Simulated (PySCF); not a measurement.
Computed shifts of a molecule C3H6GeO, KT2/pcSseg-1 (PySCF), GIAO, gas phase, atoms alike by connectivity averaged where their shifts nearly agree, in ppm (number of nuclei): ¹³C: 189.6 (1), 45.8 (2). ¹H: 4.51 (2), 3.51 (2), 2.88 (2). References: ¹⁷O against H2O (σ = 330.4 ppm); ¹³C against TMS (σ = 185.1 ppm); ⁷³Ge against GeH4 (σ = 1669.3 ppm); ¹H against TMS (σ = 31.47 ppm), references at their B3LYP-D3(BJ)/def2-TZVP geometries, non-relativistic. Geometry optimised at B3LYP-D3(BJ)/def2-SVP. One conformer was computed; it need not be the lowest.

**Question.** Which molecule gave these data?
A. O=[C]1C[CH2][GeH2]1
B. [GeH3][C]1=COC1
C. [GeH3][C]1=CCO1
D. O=C1[CH2][GeH2][CH2]1

**Answer.** D, O=C1[CH2][GeH2][CH2]1
